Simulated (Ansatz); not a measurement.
Geometry optimisation, Ansatz 0.2.0, RKS PBE0-D4/def2-SVP.

The input (input.yaml):

```yaml
crystal:
  periodic: [false, false, false]
  atoms:
    - { symbol: W, position_ang: [-0.718577, 0.021306, -0.431207] }
    - { symbol: H, position_ang: [1.377964, 0.46277, 1.54873] }
    - { symbol: Cl, position_ang: [2.391057, -0.381876, 1.33352] }
    - { symbol: Cl, position_ang: [-0.432574, 2.206817, 0.205814] }
    - { symbol: Cl, position_ang: [-2.885594, -0.166447, 0.189569] }
    - { symbol: O, position_ang: [-0.169662, -1.679646, 0.027034] }
    - { symbol: H, position_ang: [0.485589, -1.991708, 0.67158] }
    - { symbol: O, position_ang: [0.2225, 0.204437, -2.032248] }
    - { symbol: H, position_ang: [1.189997, 0.289647, -1.916293] }
basis:
  gaussian: { orbitals: def2-SVP }
hamiltonian:
  xc: pbe0
  dispersion: d4
relax:
  f_tol: 0.03
  max_steps: 50
output:
  orbitals: {}
```

Command:

```bash
$ ansatz run input.yaml --threads 4 --pin off --max-ram 5120MiB --backend cpu --events-out ev --progress --plain --runs-dir out
```

Question: Where does it end, and by what steps?

Answer: It converged. After 14 steps the energy has fallen by 0.138 eV; Cl3 moved furthest, 0.88 Å.

| step | energy less start (eV) | largest force component (eV/Å) | accepted |
| --- | --- | --- | --- |
| 0 | 0.0000 | 0.760 | yes |
| 1 | -0.0167 | 1.071 | yes |
| 2 | -0.0401 | 0.706 | yes |
| 3 | -0.0725 | 0.473 | yes |
| 4 | -0.0881 | 0.183 | yes |
| 5 | -0.1018 | 0.099 | yes |
| 6 | -0.1118 | 0.282 | yes |
| 7 | -0.1194 | 0.241 | yes |
| 8 | -0.1286 | 0.233 | yes |
| 9 | -0.1180 | 0.406 | no |
| 10 | -0.1332 | 0.138 | yes |
| 11 | -0.1359 | 0.083 | yes |
| 12 | -0.1367 | 0.069 | yes |
| 13 | -0.1376 | 0.057 | yes |
| 14 | -0.1381 | 0.030 | yes |

```xyz
9
Properties=species:S:1:pos:R:3
W -0.565 0.104 -0.432
H 1.057 0.117 1.224
Cl 1.927 -0.462 2.079
Cl -0.302 2.294 0.127
Cl -2.584 -0.167 0.552
O 0.116 -1.581 -0.099
H 0.738 -1.824 0.615
O 0.053 0.262 -2.181
H 1.021 0.222 -2.290
```

Whether the end is a true minimum wasn't checked by a vibrational analysis.

Time of the run: 53 s on 4 threads of Arm Neoverse V1, with other jobs on the host, peak memory 0.36 GiB.
